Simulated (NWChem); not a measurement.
System: BHICl; SMILES ClBI

Parts of the log:

```
             Northwest Computational Chemistry Package (NWChem) 7.3.0
             --------------------------------------------------------

 CS  symmetry detected

                             Geometry "geometry" -> ""
                             -------------------------

 Output coordinates in angstroms (scale by  1.889725989 to convert to a.u.)

  No.       Tag          Charge          X              Y              Z
 ---- ---------------- ---------- -------------- -------------- --------------
    1 B                    5.0000    -0.79678010    -1.04036776     0.00000000
    2 Cl                  17.0000     0.19634720    -2.47246534     0.00000000
    3 H                    1.0000    -2.00110987    -1.13942578     0.00000000
    4 I                   53.0000     0.04994543     0.91270142     0.00000000

 Effective nuclear repulsion energy (a.u.)     247.7572711313

      Symmetry information
      --------------------

 Group name             Cs
 Group number              2
 Group order               2
 No. of unique centers     4

                                 NWChem DFT Module
                                 -----------------

 Summary of "ao basis" -> "ao basis" (spherical)
 ------------------------------------------------------------------------------
       Tag                 Description            Shells   Functions and Types
 ---------------- ------------------------------  ------  ---------------------
 B                          def2-svp                 6       14   3s2p1d
 Cl                         def2-svp                 8       18   4s3p1d
 H                          def2-svp                 3        5   2s1p
 I                          def2-svp                10       26   4s4p2d

      Symmetry analysis of basis
      --------------------------

        a'         45
        a"         18

            General Information
            -------------------
          SCF calculation type: DFT
          Wavefunction type:  closed shell.
          No. of atoms     :     4
          No. of electrons :    48
           Alpha electrons :    24
            Beta electrons :    24
          Charge           :     0
          Spin multiplicity:     1
          Use of symmetry is: on ; symmetry adaption is: on
          Maximum number of iterations: 150
          AO basis - number of functions:    63
                     number of shells:    27
          Convergence on energy requested:  1.00D-06
          Convergence on density requested:  1.00D-05
          Convergence on gradient requested:  5.00D-04

              XC Information
              --------------
                         B3LYP Method XC Potential
                     Hartree-Fock (Exact) Exchange  0.200
                        Slater Exchange Functional  0.800 local
                    Becke 1988 Exchange Functional  0.720 non-local
              Lee-Yang-Parr Correlation Functional  0.810
                  VWN I RPA Correlation Functional  0.190 local

             Grid Information
             ----------------
          Grid used for XC integration:  medium
          Radial quadrature: Mura-Knowles
          Angular quadrature: Lebedev.
          Tag              B.-S. Rad. Rad. Pts. Rad. Cut. Ang. Pts.
          ---              ---------- --------- --------- ---------
          B                   0.85       49           8.0       434
          Cl                  1.00       88          10.0       590
          H                   0.35       45           9.0       434
          I                   1.40      123           9.0       590
          Grid pruning is: on
          Number of quadrature shells:   305
          Spatial weights used:  Erf1

      Superposition of Atomic Density Guess
      -------------------------------------

 Sum of atomic energies:        -831.45391275

      Non-variational initial energy
      ------------------------------

 Total energy =    -781.680528
 1-e energy   =   -1451.393712
 2-e energy   =     536.205333
 HOMO         =      -0.337343
 LUMO         =       0.002794

      Symmetry analysis of molecular orbitals - initial
      -------------------------------------------------

  Numbering of irreducible representations:

     1 a'          2 a"

  Orbital symmetries:

     1 a'          2 a'          3 a'          4 a'          5 a"
     6 a'          7 a'          8 a'          9 a'         10 a"
    11 a'         12 a'         13 a"         14 a'         15 a"
    16 a'         17 a'         18 a'         19 a'         20 a'
    21 a"         22 a'         23 a"         24 a'         25 a"
    26 a'         27 a'         28 a'         29 a'         30 a'
    31 a'         32 a"         33 a'         34 a"

     ---------------------------------------------
      Total Density - Mulliken Population Analysis
     ---------------------------------------------

    Atom       Charge   Shell Charges
 -----------   ------   -------------------------------------------------------
    1 B    5     4.46   1.99  0.87  0.19  0.99  0.35  0.07
    2 Cl  17    17.22   2.00  1.99  1.22  0.70  5.94  2.15  3.20  0.02
    3 H    1     1.04   0.71  0.31  0.01
    4 I   25    25.28   1.83  0.22  1.23  0.67  2.92  3.13  2.66  2.61  9.82  0.20

   convergence    iter        energy       DeltaE   RMS-Dens  Diis-err
 ---------------- ----- ----------------- --------- --------- ---------
 d= 0,ls=0.0,diis     1   -783.2914618337 -9.17D+02  1.93D-02  3.90D-01
 d= 0,ls=0.0,diis     2   -783.2195083658  7.20D-02  1.32D-02  8.16D-01
 d= 0,ls=0.0,diis     3   -783.3501577157 -1.31D-01  2.53D-03  1.57D-02
 d= 0,ls=0.0,diis     4   -783.3528212465 -2.66D-03  7.15D-04  1.05D-03
 d= 0,ls=0.0,diis     5   -783.3529661389 -1.45D-04  1.67D-04  5.31D-05
  Resetting Diis
 d= 0,ls=0.0,diis     6   -783.3529721864 -6.05D-06  5.94D-05  8.59D-06
 d= 0,ls=0.0,diis     7   -783.3529736609 -1.47D-06  1.23D-05  1.37D-07
 d= 0,ls=0.0,diis     8   -783.3529736632 -2.30D-09  6.76D-06  1.30D-07

         Total DFT energy =     -783.352973663174
      One electron energy =    -1452.658596266145
           Coulomb energy =      590.813331615442
    Exchange-Corr. energy =      -55.015559936758
 Nuclear repulsion energy =      133.507850924286

 Numeric. integr. density =       48.000004585164

                  Occupations of the irreducible representations
                  ----------------------------------------------

                     irrep           alpha         beta
                     --------     --------     --------
                     a'               18.0         18.0
                     a"                6.0          6.0

                       DFT Final Molecular Orbital Analysis
                       ------------------------------------

 Vector   22  Occ=2.000000D+00  E=-3.130830D-01  Symmetry=a'
              MO Center= -1.6D-01, -1.4D+00, -1.0D-16, r^2= 3.8D+00
   Bfn.  Coefficient  Atom+Function         Bfn.  Coefficient  Atom+Function
  ----- ------------  ---------------      ----- ------------  ---------------
    25      0.417283  2 Cl px                22      0.319856  2 Cl px
    49      0.305945  4 I  py                26      0.294462  2 Cl py
    52      0.235307  4 I  py                23      0.219386  2 Cl py
    33      0.207251  3 H  s                  4      0.187339  1 B  px
    19      0.182700  2 Cl px                34      0.182331  3 H  s

 Vector   23  Occ=2.000000D+00  E=-2.889199D-01  Symmetry=a"
              MO Center=  1.0D-02,  5.4D-01, -5.2D-16, r^2= 2.8D+00
   Bfn.  Coefficient  Atom+Function         Bfn.  Coefficient  Atom+Function
  ----- ------------  ---------------      ----- ------------  ---------------
    50      0.578345  4 I  pz                53      0.501066  4 I  pz
    47     -0.234215  4 I  pz                27     -0.205947  2 Cl pz
    44     -0.189828  4 I  pz                24     -0.144436  2 Cl pz
     6     -0.110618  1 B  pz                21     -0.083237  2 Cl pz
     9      0.053951  1 B  pz

 Vector   24  Occ=2.000000D+00  E=-2.731855D-01  Symmetry=a'
              MO Center= -1.5D-03,  7.6D-01, -9.0D-16, r^2= 2.4D+00
   Bfn.  Coefficient  Atom+Function         Bfn.  Coefficient  Atom+Function
  ----- ------------  ---------------      ----- ------------  ---------------
    48      0.564352  4 I  px                51      0.489692  4 I  px
    45     -0.227658  4 I  px                49     -0.228249  4 I  py
    52     -0.207501  4 I  py                42     -0.184244  4 I  px
    26     -0.121402  2 Cl py                46      0.092422  4 I  py
    23     -0.090863  2 Cl py                33      0.090231  3 H  s

 Vector   25  Occ=0.000000D+00  E=-7.648794D-02  Symmetry=a"
              MO Center= -6.0D-01, -9.3D-01, -5.6D-15, r^2= 2.9D+00
   Bfn.  Coefficient  Atom+Function         Bfn.  Coefficient  Atom+Function
  ----- ------------  ---------------      ----- ------------  ---------------
     6      0.583394  1 B  pz                 9     -0.562260  1 B  pz
    27      0.360794  2 Cl pz                53      0.320602  4 I  pz
    50      0.201607  4 I  pz                24      0.182808  2 Cl pz
    21      0.106011  2 Cl pz                47     -0.083502  4 I  pz
    60      0.081927  4 I  d -1              44     -0.066476  4 I  pz

 Vector   26  Occ=0.000000D+00  E= 1.441434D-02  Symmetry=a'
              MO Center= -1.7D-01,  2.0D-01,  2.1D-15, r^2= 4.0D+00
   Bfn.  Coefficient  Atom+Function         Bfn.  Coefficient  Atom+Function
  ----- ------------  ---------------      ----- ------------  ---------------
     3      1.183312  1 B  s                 52      1.004120  4 I  py
    41     -0.793264  4 I  s                  8      0.572640  1 B  py
     2      0.557577  1 B  s                 51      0.399973  4 I  px
    34     -0.348389  3 H  s                  5     -0.328252  1 B  py
    26     -0.299623  2 Cl py                 7      0.275353  1 B  px

 Vector   27  Occ=0.000000D+00  E= 9.686983D-02  Symmetry=a'
              MO Center= -5.8D-01, -1.3D+00, -1.6D-15, r^2= 4.0D+00
   Bfn.  Coefficient  Atom+Function         Bfn.  Coefficient  Atom+Function
  ----- ------------  ---------------      ----- ------------  ---------------
     8      1.262549  1 B  py                18      1.146931  2 Cl s
     3     -0.890420  1 B  s                  7     -0.605353  1 B  px
    26      0.585393  2 Cl py                25     -0.492680  2 Cl px
    51      0.415113  4 I  px                 5     -0.379736  1 B  py
    41     -0.351280  4 I  s                 17      0.277746  2 Cl s

     ---------------------------------------------
      Total Density - Mulliken Population Analysis
     ---------------------------------------------

    Atom       Charge   Shell Charges
 -----------   ------   -------------------------------------------------------
    1 B    5     4.97   1.99  0.88  0.13  1.46  0.42  0.08
    2 Cl  17    17.00   2.00  1.98  1.28  0.64  5.93  2.18  2.97  0.02
    3 H    1     0.98   0.73  0.24  0.01
    4 I   25    25.04   1.83  0.22  1.35  0.54  2.93  3.12  2.64  2.38  9.79  0.24

     -------------------------------------------
      Total Density - Lowdin Population Analysis
     -------------------------------------------

    Atom       Charge   Shell Charges
 -----------   ------   -------------------------------------------------------
    1 B    5     5.37   1.97  0.62  0.32  1.34  0.92  0.20
    2 Cl  17    16.77   2.00  1.95  1.02  0.73  5.82  2.26  2.96  0.03
    3 H    1     1.04   0.64  0.35  0.04
    4 I   25    24.82   1.25  0.73  1.04  0.75  2.77  3.19  2.52  2.54  9.48  0.56

     Multipole analysis of the density
     ---------------------------------

     L   x y z        total         alpha         beta         nuclear
     -   - - -        -----         -----         ----         -------
     0   0 0 0     -0.000000    -24.000000    -24.000000     48.000000

     1   1 0 0     -0.091098      1.275816      1.275816     -2.642729
     1   0 1 0     -0.064400     24.114378     24.114378    -48.293157
     1   0 0 1     -0.000000     -0.000000     -0.000000      0.000000

     2   2 0 0    -33.856078    -31.027467    -31.027467     28.198855
     2   1 1 0      0.562942      1.510594      1.510594     -2.458245
     2   1 0 1     -0.000000     -0.000000     -0.000000      0.000000
     2   0 2 0    -32.958934   -251.202233   -251.202233    469.445532
     2   0 1 1      0.000000      0.000000      0.000000      0.000000
     2   0 0 2    -33.415227    -16.707614    -16.707614      0.000000
```

Level: B3LYP/def2-SVP with def2 effective core potentials on I. Coordinates come from a PBE-D3(BJ)/def2-SVP optimisation. def2 effective core potentials on I; no spin-orbit coupling.

Question: Which NWChem input produces such a log?

Answer: Several could match; the one computed here: the input that was run:
```
start job
memory heap 200 mb stack 900 mb global 1100 mb
geometry units angstroms noautoz
  B     -0.778725    -1.033851     0.000000
  Cl     0.224520    -2.458879     0.000000
  H     -1.982323    -1.141436     0.000000
  I      0.054147     0.925166     0.000000
end
basis spherical
  B library def2-svp
  Cl library def2-svp
  H library def2-svp
  I library def2-svp
end
ecp
  I library def2-ecp
end
dft
  xc b3lyp
  iterations 150
  mulliken
end
task dft energy
```
